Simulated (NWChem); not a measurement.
System: CHBF₄O; SMILES FC(B(F)O)(F)F

```xyz
8

B      0.0129     0.9909     0.0000
C     -0.0492    -0.6268     0.0000
F     -0.6786    -1.1161    -1.0943
F     -0.6786    -1.1161     1.0943
F      1.2219    -1.1453     0.0000
F     -1.1194     1.6854     0.0000
O      1.1981     1.6305     0.0000
H      1.9385     0.9927     0.0000
```
Atoms are numbered in this order, from 1.

Results from NWChem. Pople sets run with spherical d functions. All runs use the structure optimised with PBE-D3(BJ)/def2-SVP.

Order these by “orbital gap (eV)”, lowest first: PBE0/3-21G; PBE0/6-311++G**; PBE0/STO-3G.

PBE0/STO-3G (8.09), PBE0/3-21G (9.38), PBE0/6-311++G** (9.56)
